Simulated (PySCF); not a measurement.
Isomers of C5H6FN.

All values: CAM-B3LYP/def2-SVPD (PySCF) at GFN2-xTB geometries, gas phase, one conformer each. Core orbitals are frozen in the response; Δα² is half the sum of the squared differences of the principal polarisabilities.

**Question.** Rank by HOMO–LUMO gap, highest first.
A. `[H]/[N:4]=[C:3](\[CH:2]=[CH2:1])[C:5](=[CH2:6])[F:7]` with C1–C2–C3–N4 0°, C2–C3–C5–C6 180°
B. `[CH3:1][CH2:2]/[C:3]([C:4]#[N:5])=[CH:6]/[F:7]` with C1–C2–C3–C4 -67°
C. `C/N=C1/CC=C1F`

**Answer.** B (9.00 eV), C (8.63 eV), A (7.55 eV).

**Question.** Rank by dipole moment, lowest first.
A. `C/N=C1/CC=C1F`
B. `Cn1ccc(F)c1`
C. `[H]/[N:4]=[C:3](\[CH:2]=[CH2:1])[C:5](=[CH2:6])[F:7]` with C1–C2–C3–N4 0°, C2–C3–C5–C6 180°
D. `[CH3:1][CH2:2]/[C:3]([C:4]#[N:5])=[CH:6]/[F:7]` with C1–C2–C3–C4 -67°

**Answer.** A (1.26 D), C (1.66 D), B (3.68 D), D (4.82 D).

All values together:

```csv
SMILES,μ (D),HOMO (eV),LUMO (eV),α (Å³),Δα (Å³)
[H]/N=C(\C=C)C(=C)F,1.66,-8.66,-1.11,10.27,7.06
C/N=C1/CC=C1F,1.26,-8.66,-0.03,9.97,6.05
Cn1ccc(F)c1,3.68,-7.52,1.19,9.49,4.57
CC/C(C#N)=C/F,4.82,-9.31,-0.31,9.62,3.86
```

Conformers: `[H]/[N:4]=[C:3](\[CH:2]=[CH2:1])[C:5](=[CH2:6])[F:7]` with C1–C2–C3–N4 0°, C2–C3–C5–C6 180°; `[CH3:1][CH2:2]/[C:3]([C:4]#[N:5])=[CH:6]/[F:7]` with C1–C2–C3–C4 -67°.
